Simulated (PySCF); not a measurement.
HFSi, singlet, at a GFN2-xTB geometry; CAMB3LYP/def2-SVP (PySCF).

PySCF was given this input:
```python
from pyscf import gto, scf, dft

mol = gto.M(
    atom='''
Si
H  1 1.478661
F  1 1.640722 2 93.108575
''',
    basis='def2-svp',
    verbose=5,
)

mf = dft.RKS(mol)
mf.xc = 'camb3lyp'
mf.kernel()
mf.analyze()
```

The log (banner, timings and long lists left out):

```
PySCF version 2.14.0

[INPUT] verbose = 5
[INPUT] max_memory = 4000
[INPUT] num. atoms = 3
[INPUT] num. electrons = 24
[INPUT] charge = 0
[INPUT] spin (= nelec alpha-beta = 2S) = 0
[INPUT] symmetry False subgroup None
[INPUT] Mole.unit = angstrom
[INPUT] Symbol           X                Y                Z      unit          X                Y                Z       unit  Magmom
[...]
[INPUT] ---------------- BASIS SET ----------------
[INPUT] l, kappa, [nprim/nctr], expnt,             c_1 c_2 ...
[INPUT] F
[...]
                                435.4193912       -0.039904258866
                                98.843328866      -0.17912768038
                                27.485198001      -0.46758090825
                                8.5405498171      -0.4465313102
[...]
                                4.9872339257      -0.23754317067
                                1.3491613954      -0.51287353587
[...]
[INPUT] H
[...]
                                1.9622572         0.13796524
                                0.44453796        0.47831935
[...]
[INPUT] Si
[...]
                                1038.4346419      0.0099966546241
                                235.8758148       0.044910165101
                                66.069385169      0.1146363854
                                20.247945761      0.10280063858
[...]
                                3.6370788192      -0.43028836252
                                1.4002048599      -0.41382774969
[...]
                                41.907258846      0.043399431982
                                12.955294367      0.15632019351
                                4.4383267393      0.29419996982
                                1.5462247904      0.23536823814
[...]
nuclear repulsion = 47.7490483219778
number of shells = 17
number of NR pGTOs = 67
number of NR cGTOs = 37
basis = def2-svp
ecp = {}

******** <class 'pyscf.dft.rks.RKS'> ********
method = RKS
initial guess = minao
damping factor = 0
level_shift factor = 0
DIIS = <class 'pyscf.scf.diis.CDIIS'>
diis_start_cycle = 1
diis_space = 8
diis_damp = 0
SCF conv_tol = 1e-09
SCF conv_tol_grad = None
SCF max_cycles = 50
direct_scf = True
direct_scf_tol = 1e-13
XC library pyscf.dft.libxc version 7.1.2
    S. Lehtola, C. Steigemann, M. J. T. Oliveira, and M. A. L. Marques,  SoftwareX 7, 1–5 (2018)
XC functionals = camb3lyp
    T. Yanai, D. P. Tew, and N. C. Handy,  Chem. Phys. Lett. 393, 51 (2004)
radial grids:
[...]
converged SCF energy = -389.73216378032
Total Energy =                        -389.732163780320150
[...]
2 F 1s          -0.00335   0.00039   0.00000  -0.00002   0.00000
2 F 2s          -0.02747   0.00173  -0.00000   0.00088   0.00000
2 F 3s           0.72483  -0.06738  -0.00000   0.00240  -0.00000
2 F 2px         -0.00256   0.00650   0.00000  -0.00106   0.00000
2 F 2py          0.00000   0.00000  -0.00011  -0.00000  -0.01248
2 F 2pz         -0.00007   0.00247  -0.00000  -0.00018   0.00000
2 F 3px          0.04825  -0.03535   0.00000  -0.00176   0.00000
2 F 3py         -0.00000  -0.00000  -0.00006  -0.00000  -0.05439
2 F 3pz         -0.32880   0.05230   0.00000  -0.00488   0.00000
2 F 3dxy        -0.00000   0.00000   0.99716   0.00000  -0.06605
2 F 3dyz         0.00000  -0.00000   0.06674   0.00000   0.98977
2 F 3dz^2       -0.25312  -0.02351  -0.00000   0.02377  -0.00000
2 F 3dxz         0.07662  -0.09102  -0.00000   0.11908  -0.00000
2 F 3dx2-y2     -0.00024   0.04092  -0.00000   0.99145  -0.00000
               #36       #37
0 Si 1s          0.00012  -0.00067
0 Si 2s          0.00013  -0.00062
0 Si 3s          0.00367  -0.00043
0 Si 4s          0.00650   0.05382
0 Si 2px        -0.00061  -0.00014
0 Si 2py         0.00000   0.00000
0 Si 2pz        -0.00010   0.00028
0 Si 3px         0.01269   0.00002
0 Si 3py         0.00000  -0.00000
0 Si 3pz         0.00005   0.00339
0 Si 4px        -0.03082  -0.00857
0 Si 4py        -0.00000  -0.00000
0 Si 4pz        -0.00007   0.13447
0 Si 3dxy       -0.00000  -0.00000
0 Si 3dyz        0.00000   0.00000
0 Si 3dz^2      -0.00663  -0.15923
0 Si 3dxz        0.12410   0.00853
0 Si 3dx2-y2     0.03490   0.00933
1 H 1s          -0.00685   0.00031
1 H 2s           0.00106   0.00259
1 H 2px          0.08373   0.01316
1 H 2py         -0.00000  -0.00000
1 H 2pz         -0.05860   0.03176
2 F 1s           0.00008  -0.00100
2 F 2s          -0.00019  -0.00744
2 F 3s          -0.01418   0.18940
2 F 2px         -0.01110   0.00079
2 F 2py         -0.00000  -0.00000
2 F 2pz         -0.00059  -0.01251
2 F 3px         -0.06208   0.00781
2 F 3py         -0.00000  -0.00000
2 F 3pz          0.00156  -0.18743
2 F 3dxy         0.00000   0.00000
2 F 3dyz         0.00000   0.00000
2 F 3dz^2        0.09219   0.93430
2 F 3dxz         0.97225  -0.08883
2 F 3dx2-y2     -0.11716  -0.01203
 ** Mulliken pop on meta-lowdin orthogonal AOs  **
 ** Mulliken pop  **
[...]
 ** Mulliken atomic charges  **
charge of    0Si =      0.58226
charge of    1H =     -0.13825
charge of    2F =     -0.44402
Dipole moment(X, Y, Z, Debye):  0.31194,  0.00000, -1.13892
```
